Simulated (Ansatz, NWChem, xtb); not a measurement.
## Ligand exchange: BrF + SiH3(InH2) → SiH3Br + InH2F

Species: BrF (bromine fluoride), singlet; SiH3(InH2), singlet; SiH3Br `[SiH3]Br`, singlet; InH2F `[F][InH2]`, singlet. The partners trade F for SiH3: Br–F and In–SiH3 bonds give way to Br–SiH3 and In–F.

Shapes, held fixed at every level: PBE0-D4/def2-TZVP. Programs: Ansatz 0.2.0, xtb 6.7.1. Electronic energies: no zero-point or thermal term.

| level | kind | ΔE (kJ/mol) | less CCSD(T)/def2-TZVPP |
| --- | --- | --- | --- |
| GFN0-xTB | semi-empirical | -297.7 | +80.6 |
| HF/def2-SVP | Hartree–Fock | -408.0 | -29.7 |
| r2SCAN0-D4/def2-TZVPP | global hybrid | -389.5 | -11.2 |
| wB97X-V/def2-TZVPP | range-separated hybrid | -376.9 | +1.4 |
| MP2/def2-SVP | perturbation theory | -406.1 | -27.8 |
| MP2/def2-TZVPP | perturbation theory | -400.3 | -22.0 |
| CCSD/def2-SVP | coupled cluster or CI | -383.6 | -5.3 |
| CCSD(T)/def2-TZVPP | coupled cluster or CI | -378.3 | 0.0 |

The highest level, CCSD(T)/def2-TZVPP, gives ΔE = -378.3 kJ/mol; the levels span -408.0 to -297.7. GFN0-xTB strays far from the other rows. The column of differences is taken from that level and isn't an error. No measured value is set beside it here. For atoms past krypton def2 sets carry core potentials with scalar relativity. Relativity is left out for Br. Outer-core shells of Br, In are correlated in most correlated rows, in sets that cover them unevenly.
